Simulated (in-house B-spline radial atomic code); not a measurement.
Results of a calculation; reference values are marked as such.
## Te ion on In atom: potential, deflection and energy transfer

The pair potential comes from two frozen, spherical free-atom densities (PBE, B-spline radial code, scalar-relativistic past argon): electrostatics plus the change in Thomas-Fermi kinetic and Dirac exchange energy where they overlap, the recipe behind the universal ZBL potential, which averages such potentials (from solid-state densities) over many pairs. It is written V = (Z1 Z2 e²/r) φ(r/a), with e² = 14.3996 eV·Å and a = 0.46850 Å/(Z1^0.23 + Z2^0.23); ZBL's fit is φ = 0.18175 e^(−3.1998x) + 0.50986 e^(−0.94229x) + 0.28022 e^(−0.4029x) + 0.02817 e^(−0.20162x). Where φ falls below 4e-4 it is continued as an exponential.

Masses 127.6 and 114.82 u.

```tsv
x = r/a	φ, this pair	φ, ZBL
0.1	0.8865	0.8928
0.5	0.6091	0.6096
1.5	0.298	0.2995
3	0.1298	0.1292
5	0.05364	0.05224
8	0.01742	0.01705
12	0.005033	0.00474
17	0.001323	0.001212
```

**Question.** At x = 1 the electrostatic, kinetic and exchange parts are 110680.41, 50988.7 and -1220.32 eV. Find r, V and φ.

**Answer.** a = 0.46850/(2.4813 + 2.4476) = 0.09505 Å, so r = 0.09505 Å. V = 110680.41 + 50988.7 + (-1220.32) = 160448.79 eV. The bare repulsion is 52 × 49 × 14.3996/0.09505 = 386010 eV, so φ = 0.4157, -0.2 % against ZBL's 0.4164. The kinetic (Pauli) term is 32 % of V here.

**Question.** The ion comes in at 8.15 keV with impact parameter 0.1901 Å. The scattering integral gives a centre-of-mass angle of 120.6° and a closest approach of 5.369 a. What are the reduced energy, the energy passed on and the laboratory angles?

**Answer.** ε = E a M2/(Z1 Z2 e² (M1 + M2)) = 8150 × 1.2270e-06 = 0.01. The most that one collision can pass on is γE with γ = 4 M1 M2/(M1 + M2)² = 0.9972. Here T = γE sin²(θ/2) = 0.9972 × 8150 × 0.7542 = 6130 eV. The ion turns by arctan(sin θ/(cos θ + M1/M2)) = 55.0°, and the struck atom leaves at (180° − θ)/2 = 29.7°. The closest approach is 0.510 Å. With ZBL the angle would be 119.98° and T = 6094 eV.
